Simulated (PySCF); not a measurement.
Nb(S)(F)(NH2)2 (FH4N2NbS), SMILES [NH2][Nb]([NH2])([F])=[S], multiplicity 1.

Coordinates come from a B3LYP-D3(BJ)/def2-SVP optimisation. The multiplicity is an assumed one; other spin states were not compared. The def2 effective core potentials stand for the cores of Nb; spin–orbit coupling is left out. One conformer was computed; it need not be the lowest.

Two levels are set side by side: TDA-PBE/def2-SVPD (PySCF) and TDA-B3LYP/def2-SVPD (PySCF). Vertical, same geometry. The lowest singlet is HOMO→LUMO 92 % with PBE and HOMO→LUMO 92 % with the other functional; states are paired by order. Differences are taken from unrounded values.

```json
[
 {"quantity": "lowest singlet excitation (eV)", "TDA-PBE": "3.85"},
 {"quantity": "lowest triplet excitation (TDA) (eV)", "TDA-PBE": "3.40"}
]
```

**Question.** These are the TDA-PBE values. What does TDA-B3LYP give? (An estimate is asked for; the answer gives what the named calculation found.)

**Answer.** 
```json
[
 {"quantity": "lowest singlet excitation (eV)", "TDA-B3LYP": "3.90", "TDA-PBE minus TDA-B3LYP": "-0.05"},
 {"quantity": "lowest triplet excitation (TDA) (eV)", "TDA-B3LYP": "3.40", "TDA-PBE minus TDA-B3LYP": "-0.01"}
]
```

On these quantities the two levels nearly agree.

Rough cost on one machine, each run with all the roots and properties that it gave: TDA-B3LYP against TDA-PBE about 2 times.
